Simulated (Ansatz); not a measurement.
A nudged elastic band was laid between two geometries of H6N3Y (10 atoms, charge 0, multiplicity 1).

Theory: RHF/def2-SVP in Ansatz 0.2.0.

```
movable images  : 5
climbing image  : yes
spring          : 0.5 eV/Å²
optimiser       : quadratic models (default)
start path      : IDPP
force threshold : 0.05 eV/Å
iteration limit : 60
end points      : relaxed
```

Image 0:

```xyz
10
Properties=species:S:1:pos:R:3
N -1.697 0.911 -1.023
Y 0.000 0.000 0.001
N 0.521 -2.082 -0.392
N 1.177 1.171 1.416
H -2.311 0.476 -1.695
H -2.034 1.856 -0.926
H 1.277 -2.611 0.013
H 0.055 -2.720 -1.019
H 1.978 0.866 1.947
H 1.035 2.134 1.679
```

Image 6:

```xyz
10
Properties=species:S:1:pos:R:3
N -1.697 0.912 -1.024
Y 0.001 0.001 -0.001
N 0.520 -2.082 -0.393
N 1.177 1.170 1.416
H -2.311 0.478 -1.695
H -2.034 1.857 -0.926
H 1.276 -2.611 0.014
H 0.055 -2.721 -1.019
H 1.036 2.133 1.680
H 1.977 0.863 1.947
```

Question: What changes between the two ends?

Answer: No bond is made or broken. The dihedral N1–Y2–N4–H9 goes from -180 to 0°. The two ends are copies of one structure, up to a mirror image or an exchange of like atoms.

Question: Give the energies along the band, and the barrier.

Answer: The forces met the threshold. The highest image is number 3 of 0 to 6, 14.2 kJ/mol above the ends, which have the same energy within 2 meV. Another band between the same ends (5 images) ends at a top of the same energy, where a vibrational analysis finds 1 clearly imaginary mode.

| image | path coordinate (Å) | energy (kJ/mol) | dihedral N1–Y2–N4–H9 (°) |
| --- | --- | --- | --- |
| 0 | 0.00 | 0.0 | -180 |
| 1 | 0.58 | 3.4 | 151 |
| 2 | 1.16 | 10.5 | 121 |
| 3 | 1.74 | 14.2 | 91 |
| 4 | 2.31 | 10.5 | 60 |
| 5 | 2.89 | 3.4 | 30 |
| 6 | 3.47 | 0.0 | 0 |

Question: What is the geometry of the highest image?

Answer: 
```xyz
10
Properties=species:S:1:pos:R:3
N -2.096 0.484 -0.284
Y 0.006 -0.004 0.030
N 0.864 -1.606 -1.177
N 1.235 1.121 1.471
H -2.733 0.034 -0.923
H -2.635 1.203 0.172
H 1.815 -1.938 -1.170
H 0.385 -2.168 -1.863
H 1.385 0.916 2.446
H 1.773 1.957 1.297
```

The run took 92 s on 1 thread of Arm Neoverse V2, on a shared host, peak memory 0.2 GiB.
